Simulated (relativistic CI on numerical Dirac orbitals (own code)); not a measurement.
Electric-dipole transitions in Tm67+

Computed by Dirac-Coulomb-Breit CI, KLI orbitals optimised for each configuration, a model potential for QED, unscaled Slater integrals (own radial code, finite nucleus).

Configuration list: 1s², 1s2s, 1s2p, 1s3s, 1s3p, 1s3d, 1s4s, 1s4p, 1s4d, 1s4f, 1s5s, 1s5p, 1s5d, 1s5f, 1s5g, 1s6s, 1s6p, 1s6d, 2s². Levels of other configurations are missing.

| λ vac (nm) | Lower | Upper | A (s⁻¹) | E lower (Ry) | E upper (Ry) |
| --- | --- | --- | --- | --- | --- |
| 0.02385 | 1s² ¹S0 [1] | 1s2p ¹P°1 [7] | 1.73e+16 | 0.00 | 3821.51 |
| 0.02441 | 1s² ¹S0 [1] | 1s2p ³P°1 [3] | 8.99e+15 | 0.00 | 3733.66 |
| 0.09427 | 1s2p ³P°1 [3] | 1s4d ³D2 [23] | 4.37e+14 | 3733.66 | 4700.31 |
| 0.10293 | 1s2p ³P°2 [6] | 1s4d ³D3 [26] | 4.44e+14 | 3818.10 | 4703.43 |
| 0.10332 | 1s2p ¹P°1 [7] | 1s4d ¹D2 [29] | 3.98e+14 | 3821.51 | 4703.51 |
| 0.12253 | 1s2s ³S1 [2] | 1s3p ³P°2 [12] | 4.28e+14 | 3725.90 | 4469.60 |
| 0.12366 | 1s2p ³P°1 [3] | 1s3d ³D1 [14] | 4.36e+14 | 3733.66 | 4470.55 |
| 0.12370 | 1s2p ³P°1 [3] | 1s3d ³D2 [13] | 1.28e+15 | 3733.66 | 4470.31 |
| 0.12401 | 1s2p ³P°0 [5] | 1s3d ³D1 [14] | 8.52e+14 | 3735.72 | 4470.55 |
| 0.12682 | 1s2s ³S1 [2] | 1s3p ³P°1 [9] | 3.92e+14 | 3725.90 | 4444.47 |
| 0.13816 | 1s2p ³P°2 [6] | 1s3d ³D3 [16] | 1.37e+15 | 3818.10 | 4477.68 |
| 0.13884 | 1s2p ¹P°1 [7] | 1s3d ¹D2 [17] | 1.23e+15 | 3821.51 | 4477.86 |
| 0.13972 | 1s2p ³P°2 [6] | 1s3d ³D2 [13] | 2.05e+14 | 3818.10 | 4470.31 |
| 0.26895 | 1s3p ³P°2 [12] | 1s5d ³D3 [40] | 7.35e+13 | 4469.60 | 4808.43 |
| 0.26950 | 1s3d ³D2 [13] | 1s5f ³F°3 [41] | 9.54e+13 | 4470.31 | 4808.43 |
| 0.26968 | 1s3d ³D1 [14] | 1s5f ³F°2 [42] | 8.58e+13 | 4470.55 | 4808.46 |
| 0.27486 | 1s3d ³D3 [16] | 1s5f ³F°4 [44] | 9.73e+13 | 4477.68 | 4809.22 |
| 0.27500 | 1s3d ¹D2 [17] | 1s5f ¹F°3 [47] | 9.26e+13 | 4477.86 | 4809.23 |
| 0.35373 | 1s3s ³S1 [8] | 1s4p ³P°2 [22] | 5.30e+13 | 4442.39 | 4700.01 |
| 0.35620 | 1s3p ³P°1 [9] | 1s4d ³D2 [23] | 1.21e+14 | 4444.47 | 4700.31 |
| 0.35681 | 1s3p ³P°0 [11] | 1s4d ³D1 [24] | 8.13e+13 | 4445.02 | 4700.41 |
| 0.38972 | 1s3p ³P°2 [12] | 1s4d ³D3 [26] | 1.49e+14 | 4469.60 | 4703.43 |
| 0.39087 | 1s3d ³D2 [13] | 1s4f ³F°3 [27] | 2.84e+14 | 4470.31 | 4703.45 |
| 0.39120 | 1s3d ³D1 [14] | 1s4f ³F°2 [28] | 2.55e+14 | 4470.55 | 4703.49 |
| 0.39127 | 1s3p ¹P°1 [15] | 1s4d ¹D2 [29] | 1.35e+14 | 4470.61 | 4703.51 |
| 0.40093 | 1s3d ³D3 [16] | 1s4f ³F°4 [30] | 2.94e+14 | 4477.68 | 4704.97 |
| 0.40120 | 1s3d ¹D2 [17] | 1s4f ¹F°3 [31] | 2.80e+14 | 4477.86 | 4705.00 |
| 0.77652 | 1s4p ³P°1 [19] | 1s5d ³D2 [37] | 2.34e+13 | 4689.47 | 4806.83 |
| 0.84053 | 1s4p ³P°2 [22] | 1s5d ³D3 [40] | 3.10e+13 | 4700.01 | 4808.43 |
| 0.84276 | 1s4d ³D2 [23] | 1s5f ³F°3 [41] | 5.21e+13 | 4700.31 | 4808.43 |
| 0.84337 | 1s4d ³D1 [24] | 1s5f ³F°2 [42] | 4.69e+13 | 4700.41 | 4808.46 |
| 0.84348 | 1s4p ¹P°1 [25] | 1s5d ¹D2 [43] | 2.80e+13 | 4700.43 | 4808.47 |
| 0.86142 | 1s4d ³D3 [26] | 1s5f ³F°4 [44] | 5.53e+13 | 4703.43 | 4809.22 |
| 0.86156 | 1s4f ³F°3 [27] | 1s5g ³G4 [45] | 8.89e+13 | 4703.45 | 4809.22 |
| 0.86184 | 1s4f ³F°2 [28] | 1s5g ³G3 [46] | 8.46e+13 | 4703.49 | 4809.23 |
| 0.86195 | 1s4d ¹D2 [29] | 1s5f ¹F°3 [47] | 5.27e+13 | 4703.51 | 4809.23 |
| 0.87026 | 1s4f ³F°4 [30] | 1s5g ³G5 [48] | 9.09e+13 | 4704.97 | 4809.68 |
| 0.87046 | 1s4f ¹F°3 [31] | 1s5g ¹G4 [49] | 8.83e+13 | 4705.00 | 4809.69 |
| 0.98842 | 1s2s ³S1 [2] | 1s2p ³P°2 [6] | 3.68e+12 | 3725.90 | 3818.10 |
| 1.4398 | 1s5p ³P°1 [33] | 1s6d ³D2 [55] | 6.64e+12 | 4801.31 | 4864.60 |
| 1.5483 | 1s5p ³P°2 [36] | 1s6d ³D3 [58] | 9.21e+12 | 4806.67 | 4865.53 |
| 1.5533 | 1s5p ¹P°1 [39] | 1s6d ¹D2 [59] | 8.38e+12 | 4806.89 | 4865.56 |
| 3.3489 | 1s3s ³S1 [8] | 1s3p ³P°2 [12] | 5.79e+11 | 4442.39 | 4469.60 |
| 8.0096 | 1s4s ³S1 [18] | 1s4p ³P°2 [22] | 1.43e+11 | 4688.63 | 4700.01 |
| 15.764 | 1s5s ³S1 [32] | 1s5p ³P°2 [36] | 4.74e+10 | 4800.89 | 4806.67 |

Terms are leading LS components. Brackets give the number of a level in order of energy, since labels repeat. The list gives strong lines, with weight on those to low levels, without lines whose two gauges differ by over a factor of 2.5, among the lowest 59 of 60 levels, so that lines to higher ones, which can be the strongest, are missing. Levels whose partners in the same complex of configurations lie outside the list can be far off, and so can their lines. Rates are taken at the computed energies, electric ones in the length gauge.

At this charge energies of transitions that change n are usually good to better than 1 %, and those within a shell (Δn = 0) to a few per cent.

LS names give the leading component of a level, which can be under half, so a name can repeat, a term be missing and a line seem to break the LS rules.
